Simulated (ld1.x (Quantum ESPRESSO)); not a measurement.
## Scattering properties, ultrasoft potential for As

| Item | Value |
| --- | --- |
| Element | arsenic |
| Generator | ld1.x (Quantum ESPRESSO) 7.5 |
| Type | ultrasoft |
| Functional | PBEsol |
| Relativity | scalar-relativistic |
| Frozen core | [Ar] 3d10 |
| Valence charge | 5 |
| Reference configuration | 4s2 4p3 |
| Partial waves | 4s (bound): rcut 1.80, rcutus 1.90 bohr; 4s channel at 1.15 Ry: rcut 1.80, rcutus 1.90 bohr; 4p (bound): rcut 1.65, rcutus 2.30 bohr; 4p channel at 0.3 Ry: rcut 1.65, rcutus 2.30 bohr; 4d channel at 0.05 Ry: rcut 1.80, rcutus 2.10 bohr |
| Local potential | all-electron potential smoothed inside 1.55 bohr (lloc = -1) |
| Core correction | a·sin(br)/r model core inside 1.50 bohr |
| Augmentation charge | built from norm-conserving waves at rcut, not smoothed further |

The phase is arctan(r·u′/u) with u = r·R(r), unwrapped; energies in Ry, scanned from -3 to 5 Ry. A pole is an energy at which the radial function vanishes at the test radius. The pseudo phase is shifted by a multiple of π to meet the all-electron one at the reference energy, and phase errors are pseudo minus all-electron; the curves can meet again beyond the range given. Levels narrower than the energy grid can be missing from the lists of poles.

**Question.** For each channel, where are the poles, and over which energies does the pseudopotential scatter like the atom?

**Answer.**

| channel | radius (bohr) | reference energy (Ry) | poles, all-electron | poles, pseudo | unbroken range about the reference energy with phases within 0.05 rad | phase error 1 Ry above the reference energy (rad) |
| --- | --- | --- | --- | --- | --- | --- |
| s | 2.52 | -1.07 | -0.20 | -0.19, 3.44 | below 2.1 | +0.001 |
| p | 2.52 | -0.38 | 1.01 | 1.02 | below 3.8 | +0.000 |
| d | 2.52 | 0.05 | -2.97, 3.14 | 2.71 | -2.9 to 0.9 | -0.058 |

Phases in the p channel:

```csv
E (Ry),all-electron,pseudo
-3.00,1.301,1.301
-2.76,1.285,1.284
-2.52,1.264,1.264
-2.28,1.239,1.239
-2.04,1.207,1.207
-1.80,1.164,1.164
-1.56,1.104,1.104
-1.32,1.014,1.013
-1.08,0.863,0.863
-0.84,0.581,0.581
-0.60,0.035,0.035
-0.36,-0.644,-0.644
-0.12,-1.065,-1.065
0.12,-1.280,-1.280
0.36,-1.402,-1.402
0.60,-1.481,-1.481
0.84,-1.538,-1.538
1.08,-1.582,-1.582
1.32,-1.618,-1.618
1.56,-1.651,-1.651
1.80,-1.681,-1.681
2.04,-1.712,-1.712
2.28,-1.743,-1.743
2.52,-1.777,-1.778
2.76,-1.817,-1.819
3.00,-1.865,-1.869
3.24,-1.926,-1.935
3.48,-2.009,-2.027
3.72,-2.131,-2.168
3.96,-2.323,-2.409
4.20,-2.644,-2.833
4.44,-3.133,-3.425
4.68,-3.639,-3.899
4.92,-3.984,-4.172
```
